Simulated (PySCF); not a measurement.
Bonds: B1-C2, B1-C9, B1-O16, C2-C3, C9-C10. C2 carries H4, H5; C3 carries H6, H7, H8; C9 carries H11, H12; C10 carries H13, H14, H15; O16 carries H17.

[PySCF: structure optimised with PBE0-D3(BJ)/def2-SVP; shieldings: GIAO KT2/pcSseg-1; isolated molecule; a single conformation; rapidly exchanging positions averaged; non-relativistic]

Referencing at the same level of theory: TMS for ¹³C (183.22 ppm), ¹H (31.18 ppm); BF3·OEt2 for ¹¹B (99.90 ppm); ¹⁷O (330.66 ppm) vs H2O.

```tsv
atoms	nucleus	count	δ (ppm)
O16	¹⁷O	1	195.6
B1	¹¹B	1	?
H4/H5/H11/H12	¹H	4	0.74
H17	¹H	1	?
C3/C10	¹³C	2	11.4
C2/C9	¹³C	2	16.9
H6/H7/H8/H13/H14/H15	¹H	6	1.02
```

Task: Estimate the values marked ?.

Result: 
- H17: 4.87 ppm, hydrogen on an oxygen bonded to B
- B1: 50.7 ppm, boron bonded to 2 C, O

The OH or NH signal is concentration- and solvent-dependent in practice; the value given is the gas-phase one. A carbon bonded to boron is broadened by the quadrupolar boron nucleus and is often missing from a measured spectrum. Shifts are as computed. Against solution values, carbons near 30 ppm lie about +2 ppm off and those near 130 ppm about -5 ppm. Of 1309 compounds with measured shifts, 239 miss one by over three times the rms of a fit or turn the order of signals round; such compounds aren't used in these exercises. Experimental scales use liquid or dissolved standards, which lie at an offset from isolated H2O (liquid H2O: subtract about 36 ppm).
